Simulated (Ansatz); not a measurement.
C4H10Si can be A, `CC/C=C/[SiH3]`, or B, `C/C=C\C[SiH3]`.

Program: Ansatz. Geometries: PBE0-D4/def2-TZVP. ΔE: electronic, gas phase. CCSD(T)/CBS adds triple-zeta CCSD(T) − MP2 to the extrapolated MP2 energy (def2 sets, frozen cores). Double bonds are as drawn, so ΔE can hold a change between cis and trans. Functionals use def2-TZVPP. B3LYP here is the variant with VWN-RPA as its local correlation; programs differ in this. One conformer a species, not always the lowest.

Problem. Which isomer does CCSD(T)/CBS put lower? Give the gap. (Estimate.)

Solution. Ansatz gave: A, by 0.3 kJ/mol. So small a gap doesn't settle the order.

Problem. Give E(B) − E(A) in kJ/mol with CCSD/def2-TZVPP, PBE0-D4, CCSD(T)/def2-TZVPP, B3LYP, HF/def2-TZVPP, B3LYP-D4, MP2/def2-TZVPP. (Estimate.)

Solution. The calculation gave: CCSD/def2-TZVPP 1.5, PBE0-D4 -3.6, CCSD(T)/def2-TZVPP 0.7, B3LYP 1.6, HF/def2-TZVPP 8.2, B3LYP-D4 -2.0, MP2/def2-TZVPP -1.0. The order is the other way round with PBE0-D4, B3LYP-D4, MP2/def2-TZVPP.

Largest T1 diagnostic: 0.011.

The D4 term adds −3.6 kJ/mol with B3LYP and −2.1 kJ/mol with PBE0; it sums over pairs of atoms, weighted by their polarisabilities, and B3LYP, whose exchange is more repulsive, gets the larger term. In def2-TZVPP, CCSD(T) changes the Hartree–Fock value by −7.5 kJ/mol (the triples alone add −0.7 kJ/mol) and MP2 by −9.2 kJ/mol.
